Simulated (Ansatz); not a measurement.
CH5FNSi (`C[Si](N)F`) radical at its PBE0-D4/def2-TZVP geometry, where that method's forces vanish. Charge 0, multiplicity 2.

```xyz
9

C     1.2001   -0.5893    0.1232
Si   -0.6674   -0.5483    0.1232
N    -1.1727    1.0920    0.0436
F    -1.2199   -1.2488   -1.2176
H     1.5650   -1.6172    0.1546
H     1.5963   -0.0624    0.9947
H     1.5779   -0.1069   -0.7833
H    -0.7308    1.7694    0.6463
H    -2.1486    1.3116   -0.0847
```

What forces (eV/Å) does ωB97M-V/def2-TZVPP give on these atoms in the Gaussian-basis code of Ansatz? (An estimate is asked.)

Computed: 
```
C1   0.100  0.001 -0.020
Si2  0.023 -0.033  0.197
N3  -0.018  0.075  0.000
F4  -0.037 -0.067 -0.163
H5  -0.022  0.080 -0.003
H6  -0.029 -0.036 -0.062
H7  -0.032 -0.034  0.061
H8  -0.019  0.004 -0.016
H9   0.034  0.011  0.005
```
